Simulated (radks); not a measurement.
Task: The mean radii <r> (bohr) of the occupied orbitals of an atom or ion are listed with their occupations. Calculated with a radial shooting solver on a logarithmic mesh with Libxc functionals: Dirac Kohn-Sham, exchange-only PBE, spin-unpolarised, spherical densities, finite nucleus; Fermi nuclear charge, rms radius of each element as measured or else 0.836 A^(1/3) + 0.57 fm.

orbital  occ.      <r>
1s1/2       2  0.03263
2s1/2       2   0.1406
2p1/2       2   0.1195
2p3/2       4   0.1242
3s1/2       2   0.3595
3p1/2       2   0.3465
3p3/2       4   0.3545
3d3/2       2   0.3155

Name the element and its charge. Open shells, if any, fill j = l - 1/2 first.

Result: Z = 45, rhodium, charge +25: Rh25+ in [Ar] 3d2. The 1s radius gives Z: for a bare nucleus <r> = (2 gamma + 1)/(2Z) with gamma = sqrt(1 - (Z/c)^2), 0.0321 bohr for Z = 45, and screening makes it slightly larger (0.03263 here). The occupations add up to 20, and the charge is Z minus that.
